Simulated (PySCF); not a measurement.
PySCF 2.14 output of an unrestricted PBE calculation on a single atom or ion in dyall-av3z, with no relativity, point nucleus:

```
SCF conv_tol = 1e-09
number electrons alpha = 3  beta = 2
    J. P. Perdew, K. Burke, and M. Ernzerhof.,  Phys. Rev. Lett. 77, 3865 (1996)
    J. P. Perdew, K. Burke, and M. Ernzerhof.,  Phys. Rev. Lett. 78, 1396 (1997)
    J. P. Perdew, K. Burke, and M. Ernzerhof.,  Phys. Rev. Lett. 77, 3865 (1996)
    J. P. Perdew, K. Burke, and M. Ernzerhof.,  Phys. Rev. Lett. 78, 1396 (1997)
cycle= 1 E= -52.8952026016511  delta_E= -0.00457  |g|= 0.0104  |ddm|= 0.0686
cycle= 2 E= -52.8952256962742  delta_E= -2.31e-05  |g|= 0.00098  |ddm|= 0.0033
cycle= 3 E= -52.8952260266158  delta_E= -3.3e-07  |g|= 0.000131  |ddm|= 0.000476
cycle= 4 E= -52.895226032084  delta_E= -5.47e-09  |g|= 2.78e-05  |ddm|= 9.57e-05
cycle= 5 E= -52.8952260322608  delta_E= -1.77e-10  |g|= 2.93e-07  |ddm|= 1.49e-05
converged SCF energy = -52.8952260322608  <S^2> = 0.75136703  2S+1 = 2.0013666
```

The run itself started from symmetry-adapted Hartree-Fock orbitals and held the occupation by maximum overlap, on a logarithmic radial grid, so the iterations belong to that start.

Which element, charge and spin multiplicity is this?

N²⁺ (nitrogen, charge +2), multiplicity 2; the state was [He] 2s2 2p1, 2P determinant.
